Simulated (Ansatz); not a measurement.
`C=[CH][AlH][NH2]` + `O=[C]([AlH2])O[SiH3]` → `[NH2][AlH][C](=O)O[SiH3]` + `C=[CH][AlH2]`  (redistribution)

Calculated with Ansatz (gas phase, PBE0-D4/def2-TZVP geometries, no zero-point term in ΔE). CCSD(T)/CBS adds triple-zeta CCSD(T) − MP2 to the extrapolated MP2 energy (def2 sets, frozen cores). Functionals use def2-TZVPP. Each species was taken in one conformer, which may not be the lowest.

| level | ΔE (kcal/mol) | difference from CCSD(T)/CBS |
| --- | --- | --- |
| r2SCAN-D4 | -3.3 | -0.5 |
| ωB97X-V | -3.1 | -0.3 |
| B2PLYP | -3.1 | -0.3 |
| r2SCAN | -3.3 | -0.5 |
| PBE0 | -3.2 | -0.4 |
| HF/def2-TZVPP | -2.9 | -0.1 |
| CCSD/def2-TZVPP | -2.9 | -0.1 |
| CCSD(T)/def2-TZVPP | -3.0 | -0.2 |
| MP2/def2-QZVPP | -2.9 | -0.1 |
| HF/CBS(def2) | -2.8 | 0.0 |
| CCSD(T)/CBS | -2.8 | 0 |

Largest T1 diagnostic among the species: 0.016.
